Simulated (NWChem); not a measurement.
CH$_{4}$SSi, singlet; SMILES S[Si]C

```xyz
7

Si    -0.7859    -0.5525    -0.0031
C      0.7816    -1.6433    -0.0034
H      0.8572    -2.1037     0.9996
H      1.7372    -1.1436    -0.2252
H      0.6413    -2.4825    -0.7060
S      0.2453     1.3252    -0.0023
H     -0.8475     2.1215     0.0334
```
Atoms are numbered in this order, from 1.

Computed with NWChem. Pople sets run with spherical d functions. Low-valent species are run as closed-shell singlets; no triplet was tried in these runs. Coordinates come from a PBE0/def2-SVP optimisation. Level PBE/6-31G*: single points from the atomic guess with DIIS by default; each run changes one setting, and all converged runs end within 0.3 mHa of each other. NWChem's automatic level shift, which a small gap switches on, acted in some of these runs.

### Question
Which setting needs the most SCF iterations, or fails (defaults; no DIIS, 40 % damping; core-Hamiltonian guess; occupation smearing of 0.005 Ha; level shift of 0.5 Ha throughout)?

### Answer
no DIIS, 40 % damping, which doesn't converge.
```
setting                                 SCF iterations
--------------------------------  --------------------
defaults                                            10
level shift of 0.5 Ha throughout                    17
core-Hamiltonian guess                              28
occupation smearing of 0.005 Ha                     10
no DIIS, 40 % damping             not converged in 200
```
